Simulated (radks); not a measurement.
Question: Ti VIII, 15 electrons, occupied as [Ne] 3s2 3p3. All-electron calculation, scalar-relativistic Kohn-Sham, r2SCAN, spin-polarised, spherical densities, finite nucleus; open shells are filled with parallel spins first; meta-GGA in the generalised Kohn-Sham scheme; Fermi nuclear charge, rms radius 3.5921 fm. Program: a radial shooting solver on a logarithmic mesh with Libxc functionals. Some entries of the table are withheld. Estimate them.

orbital  occ.  eigenvalue (eV)  <1/r> (bohr^-1)
1s up       1        -5032.320            21.80
1s down     1        -5030.246            21.81
2s up       1        -682.6751            4.584
2s down     1        -681.6856            4.580
2p up       3        -588.6603            4.473
2p down     3        -586.5190            4.468
3s up       1        -185.7328            1.545
3s down     1        -176.2659            1.527
3p up       3        -158.8575              (1)
3p down     0        -149.7584              (2)
3d up       0        -118.2132            1.279
3d down     0        -110.3123            1.281
4s up       0         -73.7557           0.7193
4s down     0         -67.0052           0.7582

Answer: 
(1) 3p up <1/r> (bohr^-1): 1.457
(2) 3p down <1/r> (bohr^-1): 1.441
